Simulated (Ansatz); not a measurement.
Isomers of CH$_{7}$BGeO, relaxed with PBE0-D4/def2-TZVP in Ansatz; electronic energies, one conformer each and not always the lowest. Functionals use def2-TZVPP; CBS adds triple-zeta CCSD(T) − MP2 to the MP2 limit of def2-TZVPP and def2-QZVPP.

Outer-core shells of Ge are correlated without core-valence functions. Scalar relativity is left out up to krypton. Spin–orbit coupling is left out.

Q: Order them by energy at frozen-core CCSD(T)/CBS, lowest first. (Best estimate.)
A. `[BH2][GeH2][O]C`
B. `B[O][GeH2][CH3]`
C. `[BH2][GeH]([CH3])[OH]`
D. `B[CH](O)[GeH3]`
E. `BO[CH2][GeH3]`

A: B (0.0 kJ/mol), E (137.1 kJ/mol), C (159.9 kJ/mol), A (249.7 kJ/mol), D (264.2 kJ/mol).

Q: How do MP2/CBS(def2), B2PLYP, ωB97M-V, PBE0-D4 place them (kJ/mol, against `B[O][GeH2][CH3]`)? (An estimate is asked.)

A: The calculation gave: 
| isomer | MP2/CBS(def2) | B2PLYP | ωB97M-V | PBE0-D4 |
| --- | --- | --- | --- | --- |
| `[BH2][GeH2][O]C` | 260.3 | 252.2 | 252.2 | 244.3 |
| `BO[CH2][GeH3]` | 145.5 | 136.9 | 134.4 | 129.2 |
| `B[CH](O)[GeH3]` | 270.8 | 269.6 | 258.9 | 243.8 |
| `[BH2][GeH]([CH3])[OH]` | 163.0 | 168.1 | 167.3 | 159.5 |
